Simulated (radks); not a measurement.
Values are calculated unless marked as measured or tabulated.
Kr+, 35 electrons, occupied as [Ar] 3d10 4s1.5 4p5.5 (fractional occupations, a model configuration).

Level of theory: scalar-relativistic Kohn-Sham, PBE, spin-polarised, spherical densities, finite nucleus; open shells are filled with parallel spins first; Fermi nuclear charge, rms radius 4.1884 fm (a radial shooting solver on a logarithmic mesh with Libxc functionals).

Energy parts (eV):
| part | energy |
|---|---|
| total | -75905.048 |
| kinetic | 77640.812 |
| electron-nucleus | -182659.188 |
| Hartree | 31728.001 |
| exchange-correlation | -2614.674 |

Orbitals (lengths in bohr, moments of r in powers of bohr; <r^-3> diverges for s and p1/2):
[
 {"orbital": "1s up", "occ.": "1", "eigenvalue (eV)": "-14171.27", "<r>": "0.04149", "<r^4>": "0.00001386", "<r^-3>": "-", "<r^2>": "0.002318"},
 {"orbital": "1s down", "occ.": "1", "eigenvalue (eV)": "-14171.17", "<r>": "0.04149", "<r^4>": "0.00001386", "<r^-3>": "-", "<r^2>": "0.002318"},
 {"orbital": "2s up", "occ.": "1", "eigenvalue (eV)": "-1877.228", "<r>": "0.1835", "<r^4>": "0.002724", "<r^-3>": "-", "<r^2>": "0.03971"},
 {"orbital": "2s down", "occ.": "1", "eigenvalue (eV)": "-1877.164", "<r>": "0.1835", "<r^4>": "0.002724", "<r^-3>": "-", "<r^2>": "0.03971"},
 {"orbital": "2p up", "occ.": "3", "eigenvalue (eV)": "-1661.268", "<r>": "0.1601", "<r^4>": "0.001970", "<r^-3>": "1495", "<r^2>": "0.03137"},
 {"orbital": "2p down", "occ.": "3", "eigenvalue (eV)": "-1661.185", "<r>": "0.1601", "<r^4>": "0.001970", "<r^-3>": "1495", "<r^2>": "0.03137"},
 {"orbital": "3s up", "occ.": "1", "eigenvalue (eV)": "-276.7102", "<r>": "0.5303", "<r^4>": "0.1653", "<r^-3>": "-", "<r^2>": "0.3232"},
 {"orbital": "3s down", "occ.": "1", "eigenvalue (eV)": "-276.5793", "<r>": "0.5302", "<r^4>": "0.1650", "<r^-3>": "-", "<r^2>": "0.3231"},
 {"orbital": "3p up", "occ.": "3", "eigenvalue (eV)": "-207.9360", "<r>": "0.5405", "<r^4>": "0.1968", "<r^-3>": "221.9", "<r^2>": "0.3418"},
 {"orbital": "3p down", "occ.": "3", "eigenvalue (eV)": "-207.7916", "<r>": "0.5403", "<r^4>": "0.1962", "<r^-3>": "221.9", "<r^2>": "0.3415"},
 {"orbital": "3d up", "occ.": "5", "eigenvalue (eV)": "-94.1387", "<r>": "0.5556", "<r^4>": "0.3076", "<r^-3>": "26.92", "<r^2>": "0.3803"},
 {"orbital": "3d down", "occ.": "5", "eigenvalue (eV)": "-93.9604", "<r>": "0.5547", "<r^4>": "0.3042", "<r^-3>": "26.97", "<r^2>": "0.3788"},
 {"orbital": "4s up", "occ.": "1", "eigenvalue (eV)": "-34.8477", "<r>": "1.531", "<r^4>": "11.19", "<r^-3>": "-", "<r^2>": "2.670"},
 {"orbital": "4s down", "occ.": "0.5", "eigenvalue (eV)": "-33.8577", "<r>": "1.536", "<r^4>": "11.45", "<r^-3>": "-", "<r^2>": "2.692"},
 {"orbital": "4p up", "occ.": "3", "eigenvalue (eV)": "-20.2903", "<r>": "1.810", "<r^4>": "24.05", "<r^-3>": "20.61", "<r^2>": "3.790"},
 {"orbital": "4p down", "occ.": "2.5", "eigenvalue (eV)": "-19.4019", "<r>": "1.829", "<r^4>": "25.45", "<r^-3>": "20.23", "<r^2>": "3.879"}
]

The highest occupied level is 4p down at -19.402 eV. The spin density at the nucleus is 23.29 e/bohr^3 (1s 0.04, 2s 0.08, 3s 0.01, 4s 23.15). The electron density at the nucleus is 5.012e+04 e/bohr^3 (large components only). Spin moment in Bohr magnetons: 1.
